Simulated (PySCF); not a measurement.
PySCF 2.14 output of an unrestricted B97-3 calculation on a single atom or ion in aug-cc-pVDZ-PP with ECP10MDF (5s4p3d, 32 functions), with scalar relativity through the core potential:

```
SCF conv_tol = 1e-09
number electrons alpha = 10  beta = 10
    T. W. Keal and D. J. Tozer.,  J. Chem. Phys. 123, 121103 (2005)
cycle= 1 E= -259.254026701894  delta_E= -0.00409  |g|= 0.0277  |ddm|= 0.262
cycle= 2 E= -259.254297282695  delta_E= -0.000271  |g|= 0.0123  |ddm|= 0.0928
cycle= 3 E= -259.254361974173  delta_E= -6.47e-05  |g|= 0.000153  |ddm|= 0.0194
cycle= 4 E= -259.254361996272  delta_E= -2.21e-08  |g|= 3.8e-06  |ddm|= 0.00114
cycle= 5 E= -259.254361996279  delta_E= -6.59e-12  |g|= 2.69e-08  |ddm|= 6.58e-06
converged SCF energy = -259.254361996279  <S^2> = -1.5987212e-14  2S+1 = 1
```

The run itself started from symmetry-adapted Hartree-Fock orbitals and held the occupation by maximum overlap, on a logarithmic radial grid, so the iterations belong to that start.

**Question.** Which element, charge and spin multiplicity is this?

**Answer.** Ga⁺ (gallium, charge +1), multiplicity 1; the state was [Ar] 3d10 4s2, closed-shell 1S.

Energies and moments cover only the electrons outside the core potential.
